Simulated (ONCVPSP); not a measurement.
**Scattering properties, ONCV potential for carbon (C)**

C, optimised norm-conserving Vanderbilt (ONCV), made with ONCVPSP 4.0.1 (PBE, scalar-relativistic). Core [He], reference 2s2 2p2. Waves: 2s: rc 0.85 bohr, ncon 4, nbas 8, qcut 6.3 1/bohr, 2 projectors, debl 1.9 Ha; 2p: rc 1.50 bohr, ncon 4, nbas 7, qcut 5.3 1/bohr, 2 projectors, debl 1.7 Ha; d scattering state at 0.05 Ha: rc 1.50 bohr, ncon 5, nbas 9, qcut 6.4 1/bohr, 3 projectors, debl 1.8 Ha. Local part: polynomial inside 0.55 bohr (lpopt 5, dvloc0 0 Ha). Core correction: Teter function fitted to the true core (icmod 2), fcfact 0.3.

The phase is arctan(r·R′/R) of the radial function R(r), unwrapped; energies in Ha, scanned from -2 to 5 Ha. A pole is an energy at which the radial function vanishes at the test radius. The pseudo phase is shifted by a multiple of π to meet the all-electron one at the reference energy, and phase errors are pseudo minus all-electron; the curves can meet again beyond the range given. Levels narrower than the energy grid can be missing from the lists of poles.

Question: For each channel, where are the poles, and over which energies does the pseudopotential scatter like the atom?

Answer:

```tsv
channel	radius (bohr)	reference energy (Ha)	poles, all-electron	poles, pseudo	unbroken range about the reference energy with phases within 0.05 rad	phase error 1 Ha above the reference energy (rad)
s	0.86	-0.51	none	none	the whole range	-0.000
p	1.52	-0.19	1.07	1.07	below 3.2	-0.000
d	1.52	0.05	4.81	4.81	the whole range	+0.000
```

Phases in the d channel:

```
E (Ha)  all-electron  pseudo
 -1.98         1.191   1.191
 -1.62         1.157   1.157
 -1.26         1.114   1.114
 -0.90         1.059   1.059
 -0.54         0.984   0.984
 -0.18         0.878   0.878
  0.18         0.723   0.723
  0.54         0.487   0.487
  0.90         0.135   0.135
  1.26        -0.299  -0.299
  1.62        -0.685  -0.685
  1.98        -0.956  -0.956
  2.34        -1.134  -1.134
  2.70        -1.255  -1.255
  3.06        -1.341  -1.341
  3.42        -1.407  -1.407
  3.78        -1.459  -1.459
  4.14        -1.502  -1.502
  4.50        -1.540  -1.540
  4.86        -1.575  -1.575
```
